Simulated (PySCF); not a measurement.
Worked example: chemical shift, span and skew from a shielding tensor

CH6FNOSi2, SMILES [Si@H]1(F)O[SiH2]NC1. Atoms are numbered in the order given.

```xyz
12

F      0.7275    -2.0328    -0.8558
Si     0.3623    -1.0559     0.3902
C     -1.4425    -0.5046     0.2848
N     -1.3830     0.8984    -0.1277
Si     0.1530     1.7014    -0.1380
O      1.1452     0.3948     0.2268
H      0.7772    -1.7754     1.6137
H     -1.9536    -0.6462     1.2575
H     -1.9742    -1.1328    -0.4535
H     -2.2715     1.3439    -0.3222
H      0.5098     2.2942    -1.4568
H      0.3241     2.7542     0.9038
```

Coordinates come from a ωB97X-D3(BJ)/def2-SVP optimisation. The structure was generated by enumeration; whether it is a known compound was not checked. Other conformers were not sampled.

GIAO shieldings from B3LYP/pcSseg-1 (PySCF), non-relativistic, no solvent. The symmetric part of the tensor of C3 has the principal values 127.3, 146.2, 171.3 ppm. The same nucleus in TMS has σ = 181.3 ppm at this level (PySCF, at its B3LYP-D3(BJ)/def2-TZVP geometry).

Problem. Work out the isotropic shielding, the ¹³C shift against TMS, the span and the skew.

Solution. 
σ(iso) = (σ11 + σ22 + σ33)/3 = 148.3 ppm. δ = σ(ref) − σ(iso) = 181.3 − (148.3) = 33.0 ppm.
Span Ω = σ33 − σ11 = 44.0 ppm. Skew κ = 3(σ(iso) − σ22)/Ω = 0.14. Tumbling in solution averages the tensor to δ; in a static solid the shielding alone would spread this spin-1/2 line over Ω.
